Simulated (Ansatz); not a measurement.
A structure relaxed at PBE-D4/def2-SVP in Ansatz, charge 0, doublet:

Cartesian coordinates in Å:
```
Al -0.002 0.368 0.312
Se -1.040 -0.786 -1.496
Se -0.163 1.759 2.011
Se 1.205 -1.341 -0.827
```

Question: Give its formula and point group.

Answer: AlSe3 (the lowest doublet isomer of a short search). Point group Cs (tolerance 0.1 Å).

Question: Summarise the bond lengths by kind (pairs closer than 1.2 times the sum of covalent radii, bridged metal pairs left out).

Answer: 3 × Al–Se 2.20 to 2.38 Å; 1 × Se–Se 2.41 Å.

The gap within one spin of the charge 0 doublet nearly closes, so an electron or hole may be smeared out by delocalisation error. The structure comes from a short search, and lower isomers may exist.
